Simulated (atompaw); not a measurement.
What one change does to a pseudopotential (titanium, PAW (atompaw))

- Element: titanium
- Generator: atompaw 4.2.0.5
- Type: PAW
- Functional: LDA (PW92)
- Relativity: scalar-relativistic
- Frozen core: [Ne]
- Valence charge: 12
- Reference configuration: 3s2 3p6 3d3 4s1 4p0
- Partial waves: 3s (bound): rc 1.55 bohr; 4s (bound): rc 1.50 bohr; 3p (bound): rc 1.40 bohr; 4p (bound, empty): rc 1.70 bohr; 3d (bound): rc 2.65 bohr; 3d channel at 1.25 Ry: rc 2.65 bohr
- Local potential: ultrasoft scheme with l = 3 at 0 Ry, radius 2.55 bohr
- Core correction: smooth core density matched at 1.95 bohr
- Augmentation charge: sinc compensation charge, radius 2.15 bohr; PAW radius 2.65 bohr; waves and projectors: custom rrkj gramschmidtortho

Change: waves 3s (bound); 4s (bound); 3p (bound); 4p (bound); 3d (bound); 3d channel at 1.25 Ry; augmentation sinc compensation charge, radius 2.15 bohr; PAW radius 2.65 bohr; waves and projectors: bloechl.

Cutoffs: the cutoffs (Ry, on a coarse ladder) from which the occupation-weighted sum of valence levels, in a spherical-Bessel basis at the reference potential, stays within 10 and 1 mRy of its value at 400 Ry; they do not see the model core or the augmentation charge, which bear on the density cutoff.

Question: What does the change do?

Answer: The potential gets softer (40 Ry and 70 Ry → 25 Ry and 35 Ry); the range in which the d phases agree widens (upper end 1.8 → at the end of the scan); neither file shows a bound ghost.

```tsv
quantity	base	changed
cutoff, loose	40 Ry	25 Ry
cutoff, tight	70 Ry	35 Ry
loose cutoff by channel (10 mRy a level)	s 18 Ry, p 35 Ry, d 12 Ry	s 15 Ry, p 18 Ry, d 18 Ry
bound ghosts	none	none
s: phases at 2.65 bohr within 0.05 rad from the reference energy up to (Ry; the scan ends near 5)	4.7	4.8
p: phases at 2.65 bohr within 0.05 rad from the reference energy up to (Ry; the scan ends near 5)	4.6	to the end of the scan
d: phases at 2.65 bohr within 0.05 rad from the reference energy up to (Ry; the scan ends near 5)	1.8	to the end of the scan
lowest overlap eigenvalue by channel	s 0.07, p 0.19, d 0.90	s 0.64, p 0.77, d 1.00
```

 The cutoffs see the waves, projectors and local potential, not the compensation charge or the core.
